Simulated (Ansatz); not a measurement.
Cost and result up the ladder for Li₃N (the lowest singlet isomer of a short search) (4 atoms). The state is a singlet with charge 0. Geometry: PBE0-D4/def2-TZVP.

```xyz
4

Li    0.108    0.034   -1.715
Li    0.894    1.128    0.940
Li   -1.013   -1.152    0.775
N     0.012   -0.010    0.001
```

Ansatz on 4 threads of Arm Neoverse V1 on a shared host. Times are rough, and most runs start from the orbitals of an earlier one. ωB97X-V/def2-TZVP serves as the yardstick here, not as an exact answer. Differences are given only for rows in sets of like size (and for xTB, whose basis is part of the method), since another set adds its own error. Binding counts from free atoms at the same level (Li doublet, N quartet; other spins of the atoms weren't run), without zero-point energy or a counterpoise term.

B3LYP takes the VWN-RPA correlation. Correlated methods freeze 1 core orbital; core or outer-core shells of Li are correlated, in sets that lack core-valence functions. The structure comes from a short search, and lower isomers may exist.

Run but left out: HF/STO-3G, HF/6-31G (restricted singlet, unstable in another Hartree–Fock run and untested here).

Correlated methods converge slowly with the basis.

| level | functions | wall time | binding energy per atom (eV) | difference from ωB97X-V/def2-TZVP (eV) | remarks |
| --- | --- | --- | --- | --- | --- |
| LDA (SPW92)/def2-TZVP | 73 | 0.3 s | 2.08 | 0.47 | – |
| PBE-D4/def2-SVP | 41 | 0.35 s | 1.83 | – | – |
| PBE0-D4/def2-SVP | 41 | 0.35 s | 1.63 | – | – |
| B3LYP-D4/6-31G | 36 | 0.4 s | 1.64 | – | – |
| PBE-D4/def2-TZVP | 73 | 0.45 s | 1.78 | 0.16 | – |
| B3LYP-D4/def2-TZVP (with forces) | 73 | 0.55 s | 1.72 | 0.10 | – |
| PBE0-D4/def2-TZVP | 73 | 0.55 s | 1.58 | -0.03 | – |
| PBE0-D4/def2-TZVPD | 88 | 0.56 s | 1.60 | -0.02 | – |
| PBE-QIDH/def2-TZVP | 73 | 0.6 s | 1.53 | -0.09 | – |
| RPA@PBE/def2-TZVP | 73 | 0.86 s | 1.37 | -0.25 | – |
| r2SCAN-D4/def2-TZVPD | 88 | 1.1 s | 1.64 | 0.03 | – |
| ωB97X-V/def2-TZVP | 73 | 1.6 s | 1.62 | 0.00 | – |
| CCSD(T)/def2-TZVPP | 88 | 1.7 s | 1.57 | -0.04 | large T1 (0.032), restricted SCF unstable |
| CCSD(T)/def2-TZVPD | 88 | 2.5 s | 1.59 | -0.03 | large T1 (0.032), restricted SCF unstable |
